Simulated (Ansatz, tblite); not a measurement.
Two members of one family (AsSb 3 atoms), computed with Ansatz in the gas phase; def2 core potentials for Sb, no spin–orbit coupling. The two geometries come from different levels. Singlets are spin-restricted. A dash marks a value that wasn't run or was left out as unsound. The structures are stationary points that may keep the symmetry of their start. Remarks come from the PBE and PBE0 runs and from stability tests at other levels; not every state was tested. HOMO above LUMO (over both spins in singlets and doublets, within one spin in higher multiplets; at PBE or PBE0), or a gap under 0.15 eV within one spin, warns that the state may not be the lowest or that an electron is smeared out.

First: Sb2As⁺ (singlet, charge 1, PBE-D4/def2-TZVP geometry).

```xyz
3

As    0.462    0.796   -1.100
Sb   -1.525   -0.024    0.277
Sb    1.063   -0.772    0.823
```

| level | HOMO (eV) | LUMO (eV) | gap (eV) | vertical EA (eV) |
| --- | --- | --- | --- | --- |
| PBE-D4/def2-SVP | -11.13 | -9.27 | 1.86 | – |
| PBE-D4/def2-TZVP | -11.07 | -9.21 | 1.86 | 6.74 |
| r2SCAN-D4/def2-TZVP | -11.33 | -9.22 | 2.10 | 6.98 |
| PBE0-D4/def2-SVP | -12.04 | -8.60 | 3.44 | – |
| PBE0-D4/def2-TZVP | -11.96 | -8.53 | 3.44 | 6.88 |

The relaxed triplet lies at 0.93 eV (r2SCAN0-D4/def2-TZVP) to 1.33 eV (LDA (SPW92)/def2-TZVP) from the singlet. The relaxed quintet lies at 2.38 eV (r2SCAN0-D4/def2-TZVP) to 3.38 eV (LDA (SPW92)/def2-TZVP) from the singlet. Remarks: spin-contaminated (⟨S²⟩ up to 2.16) (triplet), spin-contaminated (⟨S²⟩ up to 0.89) (neutral doublet).

Second: SbAs2⁺ (singlet, charge 1, r2SCAN-D4/def2-TZVP geometry).

```xyz
3

As    1.3230    0.3975   -0.0558
As   -0.6929    0.4883    1.0919
Sb   -0.6300   -0.8858   -1.0361
```

Task: Estimate the same table for the second.

Result: 
```json
{"level": "PBE-D4/def2-SVP", "HOMO (eV)": "-11.57", "LUMO (eV)": "-9.60", "gap (eV)": "1.98", "vertical EA (eV)": "–"}
{"level": "PBE-D4/def2-TZVP", "HOMO (eV)": "-11.51", "LUMO (eV)": "-9.54", "gap (eV)": "1.97", "vertical EA (eV)": "6.90"}
{"level": "r2SCAN-D4/def2-TZVP", "HOMO (eV)": "-11.78", "LUMO (eV)": "-9.56", "gap (eV)": "2.22", "vertical EA (eV)": "7.14"}
{"level": "PBE0-D4/def2-SVP", "HOMO (eV)": "-12.52", "LUMO (eV)": "-8.90", "gap (eV)": "3.63", "vertical EA (eV)": "–"}
{"level": "PBE0-D4/def2-TZVP", "HOMO (eV)": "-12.45", "LUMO (eV)": "-8.83", "gap (eV)": "3.62", "vertical EA (eV)": "7.03"}
```

The relaxed triplet lies at 1.12 eV (r2SCAN-D4/def2-TZVP) to 1.45 eV (LDA (SPW92)/def2-TZVP) from the singlet. The relaxed quintet lies at 2.90 eV (r2SCAN-D4/def2-TZVP) to 3.72 eV (LDA (SPW92)/def2-TZVP) from the singlet. Remarks: gap within one spin near zero at PBE or PBE0 (neutral doublet), spin-contaminated (⟨S²⟩ up to 0.83) (neutral doublet).
